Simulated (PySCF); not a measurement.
A run for PySCF: U-HF/6-31G* on HLiO (SMILES [Li][OH]), a point of a bond scan (R = 2.188 Å).

```python
from pyscf import gto, scf, dft, mp
from pyscf.data.elements import chemcore

mol = gto.M(
    atom='''
    Li   -0.00000000   -0.00000000   -1.25872662
    O     0.00000000    0.00000000    0.31386950
    H     0.00000000    0.00000000    2.50198448
    ''',
    basis='6-31g*',
    cart=True,
    charge=0, spin=0, verbose=3, max_memory=1800)
mf = scf.UHF(mol)
mf.conv_tol = 1e-8
mf.max_cycle = 100
mf.init_guess_breaksym = True
mf.kernel()
if not mf.converged:
    mf = mf.newton().run(mf.mo_coeff, mf.mo_occ)
for _ in range(4):
    mo, _, stable, _ = mf.stability(return_status=True)
    if stable:
        break
    mf.kernel(mf.make_rdm1(mo, mf.mo_occ))
```

Output:

```
converged SCF energy = -82.6393203767507  <S^2> = 2.1426061e-10  2S+1 = 1
<class 'pyscf.scf.uhf.UHF'> wavefunction has an internal instability
converged SCF energy = -82.7609559004101  <S^2> = 0.95467201  2S+1 = 2.195151
<class 'pyscf.scf.uhf.UHF'> wavefunction has an internal instability
converged SCF energy = -82.7619819359425  <S^2> = 1.0060279  2S+1 = 2.241453
<class 'pyscf.scf.uhf.UHF'> wavefunction is stable in the internal stability analysis
```

The calculation finished and met its thresholds. Its determinant has ⟨S²⟩ = 1.01, a mixture of spin states.

Cost: around 0.6 core-seconds (rough).
